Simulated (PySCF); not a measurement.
## Broadened absorption spectrum of Sn2(F)4

Species: Sn2(F)4.
Z-matrix (Å and degrees, PBE0-D3(BJ)/def2-SVP geometry), rows numbered from 1:
```
Sn
F   1  1.9548
F   1  2.1472  2   89.09
Sn  3  2.1487  1  107.04  2    88.55
F   4  1.9543  3   89.26  1    90.09
F   1  2.1470  2   89.09  3    72.99
```

Method: TDDFT wB97X-D/def2-SVPD, vertical, gas phase, core orbitals frozen in the response, def2 core potentials past Kr in PySCF. Spin–orbit coupling is left out.

Each state is given a Gaussian of 0.4 eV full width at half maximum, with ε(max) = 2.175×10⁸ f / Δν̃ (Δν̃ the width in cm⁻¹). The width is an assumption, not a result. The curve ends short of the highest state used, and states not computed would add to its high-energy end.

E (eV), ε (L mol⁻¹ cm⁻¹) and a bar:
```
     5.01          0 
     5.06          0 
     5.11          0 
     5.16          0 
     5.21          0 
     5.26          0 
     5.30          0 
     5.35          0 
     5.40          0 
     5.45          0 
     5.50          0 
     5.55          0 
     5.59          0 
     5.64          0 
     5.69          1 
     5.74          3 
     5.79         11 
     5.84         34 
     5.88         78 
     5.93        203 
     5.98        482 
     6.03       1051 #
     6.08       2099 #
     6.13       3846 ###
     6.17       5866 ####
     6.22       9200 ######
     6.27      13242 #########
     6.32      17510 ############
     6.37      21316 ##############
     6.42      24000 ################
     6.46      25101 #################
     6.51      25314 #################
     6.56      24911 ################
     6.61      24962 ################
     6.66      26473 #################
     6.70      29072 ###################
     6.75      33810 ######################
     6.80      39172 ##########################
     6.85      43579 #############################
     6.90      45517 ##############################
     6.95      44129 #############################
     6.99      40665 ###########################
     7.04      34171 #######################
     7.09      26594 ##################
```

Task: Locate the maxima and give the states behind the curve.

Result: 191 nm (6.49 eV), ε about 25000, made up of S2 (91%) (hardly more than a shoulder); 180 nm (6.91 eV), ε about 46000, made up of S3 (98%) (ε in L mol⁻¹ cm⁻¹; maxima over ε = 5, shares over 10%). The states used: S1 5.61 eV (f 0.0000); S2 6.45 eV (f 0.353); S3 6.91 eV (f 0.662); S4 7.05 eV (f 0.0003); S5 7.19 eV (f 0.014); S6 7.51 eV (f 0.0000); S7 7.60 eV (f 0.295); S8 7.61 eV (f 0.0057); S9 7.69 eV (f 0.0000).

Task: Coming from long wavelengths, where does ε first pass 100 L mol⁻¹ cm⁻¹?

Result: At about 210 nm (5.89 eV), 0.28 eV above S1.

Task: On this curve, what absorbance would a 10⁻⁴ mol/L sample give at 193 nm over a 1 cm path?

Result: 193 nm is 6.424 eV, where ε is about 24000 L mol⁻¹ cm⁻¹, so A = ε c l ≈ 2.4 (Beer–Lambert, with the gas-phase spectrum and the assumed width).

Task: What would ε be at 6.91 eV, the highest of these maxima, with half the width (0.2 eV)?

Result: About 89200 L mol⁻¹ cm⁻¹ against 45500, a factor of about 1.96; a lone state at its own centre would give exactly 2.

The vertical ionisation energy (ΔSCF) is 10.57 eV, 2.88 eV above S9.

One conformer stands for the species.
